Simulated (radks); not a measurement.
Excited configurations of neutral mercury: one electron is placed in a higher orbital outside [Xe] 4f14 5d10 6s1. The ground configuration is [Hg]. Method: scalar-relativistic Kohn-Sham, r2SCAN, spin-unpolarised, spherical densities, finite nucleus; meta-GGA in the generalised Kohn-Sham scheme; Fermi nuclear charge, rms radius 5.4648 fm; computed with a radial shooting solver on a logarithmic mesh with Libxc functionals. Excitation = E - E(ground); binding = E(ion) - E, where the ion is the core of charge +1; n* = 1/sqrt(2 binding) in atomic units, and the quantum defect is n - n*.

| outer orbital | excitation (eV) | binding (eV) | n* | quantum defect |
|---|---|---|---|---|
| 5f | 9.929 | 0.841 | 4.021 | 0.979 |
| 6p | 6.403 | 4.367 | 1.765 | 4.235 |
| 6d | 9.307 | 1.463 | 3.050 | 2.950 |
| 6f | 10.197 | 0.573 | 4.871 | 1.129 |
| 7s | 8.114 | 2.656 | 2.263 | 4.737 |
| 7p | 9.028 | 1.743 | 2.794 | 4.206 |
| 7d | 9.878 | 0.892 | 3.905 | 3.095 |
| 7f | 10.360 | 0.410 | 5.760 | 1.240 |

The Delta-SCF ionisation energy is 10.770 eV (NIST Atomic Spectra Database: 10.438 eV, measured). Self-interaction in the functional shifts the binding energies and quantum defects, so they are the method's values and not measured ones. Spin polarisation and multiplet splitting are left out, so open shells lie too high by an amount that depends on their filling.

Beside tabulated values, note that spin-unpolarised runs miss the spin-polarisation part of the exchange energy of open shells.
